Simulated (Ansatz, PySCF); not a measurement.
Energy difference R1 → P1 + P2, each structure at its B3LYP-D3(BJ)/def2-TZVP stationary point, reached from a drawn start (curvature not checked).
R1: CH4O (SMILES CO), charge 0, multiplicity 1.
P1, CH3O (SMILES C[O]) (charge 0, multiplicity 2):
| atom | x (Å) | y (Å) | z (Å) |
|---|---|---|---|
| C | -0.0398 | 0.0137 | -0.0357 |
| O | 1.3000 | -0.2243 | -0.1033 |
| H | -0.3092 | -0.1290 | 1.0298 |
| H | -0.3110 | 1.0491 | -0.2857 |
| H | -0.6402 | -0.7096 | -0.6052 |
P2: H atom, charge 0, multiplicity 2.

P less R. No zero-point or thermal terms; singlets are restricted closed shells; open shells are unrestricted.

Cores are frozen in the correlated methods.

Codes used: Ansatz (a quantum-chemistry and plane-wave program) with Gaussian orbitals; PySCF for M06-2X. No computed number here is a measurement.

```csv
level,reaction energy (kcal/mol)
HF/cc-pVDZ,75.46
M06-2X/def2-TZVPP,111.08
B2PLYP/def2-TZVPP,109.66
MP2/cc-pVDZ,107.61
MP2/cc-pVQZ,117.20
SCS-MP2/cc-pVQZ,116.69
CCSD/cc-pVDZ,103.54
CCSD/cc-pVTZ,109.27
CCSD(T)/cc-pVDZ,___
```

### Question
Some entries are withheld; supply them.

### Answer

- CCSD(T)/cc-pVDZ, reaction energy (kcal/mol): 104.19
